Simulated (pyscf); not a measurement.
PySCF, gas phase, ωB97X-D3(BJ)/def2-SVP geometries. Correlated levels are frozen-core, on RHF or UHF. ΔMP2 is the change of the MP2 total energy from the triple- to the quadruple-zeta basis.

SMILES: O([AsH2])[AsH2]
```xyz
7

As    -1.9237    -0.4466     0.8306
O     -0.3851     0.4562     0.9639
As     0.7445     0.7474    -0.3921
H     -2.4437     0.2179    -0.4496
H     -1.3964    -1.6367     0.0204
H     -0.2918     1.1809    -1.4357
H      0.7527    -0.6751    -0.9643
```
Charge 0, spin multiplicity 1.

How much does it cost (ΔH, 298 K, CCSD(T)/def2-TZVPP + ΔMP2(QZVPP)) to split H₂As–O–AsH₂ at its As–O bond into AsH₂• + •O–AsH₂?

As–O to AsH₂• + •O–AsH₂: 2.90 eV. H₂As–O–AsH₂ lies 0.51 eV over its isomer HO–AsH–AsH₂, and others may lie lower still (electronic energy, ωB97M-D3(BJ)). •O–AsH₂ lies 1.45 eV over its isomer HO–AsH•, and others may lie lower still (electronic energy, ωB97M-D3(BJ)). The CCSD(T) − MP2 part came from Ansatz, without density fitting, on the same reference. The frozen core leaves the outer d or s,p core shells of the metals and heavy elements correlated in the MP2 and CC values, and def2-TZVPP describes them poorly, which can shift differences by a few kcal/mol. Elements up to Kr have no core potential and no relativistic terms here.
